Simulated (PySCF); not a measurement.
## Two-component Hartree-Fock for Sc²⁺ (scandium, charge +2)

Start: [Ar] 3d1; 3d3/2 filled at m_j = +3/2. Calculated with PySCF 2.14 in x2c-SVPall-2c (5s5p3d1f, 42 functions): generalised Hartree-Fock with the X2C-1e Hamiltonian and a Gaussian nucleus; one run each with spin-orbit coupling (SO) switched off, then screened by Boettger's factors.

| spinor shell | electrons | ε, spin-free (eV) | ε, screened SO (eV) | weight of nominal j (screened SO) | rms radius, screened SO (bohr) |
| --- | --- | --- | --- | --- | --- |
| 1s1/2 | 2 | -4552.5 | -4552.5 | 1.000 | 0.0845 |
| 2s1/2 | 2 | -538.81 | -538.80 | 1.000 | 0.370 |
| 2p1/2 | 2 | -441.79 | -445.08 | 1.000 | 0.338 |
| 2p3/2 | 4 | -441.79 | -440.14 | 1.000 | 0.340 |
| 3s1/2 | 2 | -85.502 | -85.495 | 1.000 | 1.15 |
| 3p1/2 | 2 | -58.013 | -59.086 | 0.928 | 1.26 |
| 3p3/2 | 4 | -58.013 | -57.468 | 0.964 | 1.27 |
| 3d3/2 | 1 | -24.528 | -24.544 | 0.965 | 1.74 |

| quantity | spin-free | screened SO |
| --- | --- | --- |
| E (hartree) | -762.53614 | -762.53889 |
| M_J | 3/2 | 3/2 |
| ⟨J²⟩ | 4.203 | 3.925 |
| ⟨L²⟩ | 6.005 | 6.004 |
| ⟨S²⟩ | 0.751 | 0.751 |

Each row is a mean over spinors that exchange with the open shell spreads, by up to 3.761 eV (3p1/2).

⟨J²⟩ departs a little from M_J(M_J + 1) because the unrestricted spinors polarise the closed shells.

Without spin-orbit coupling the j labels of p, d and f shells carry no meaning; the spin-free column gives the mean over the occupied spinors of each nl shell, and its ⟨J²⟩ belongs to a mixture of degenerate components.
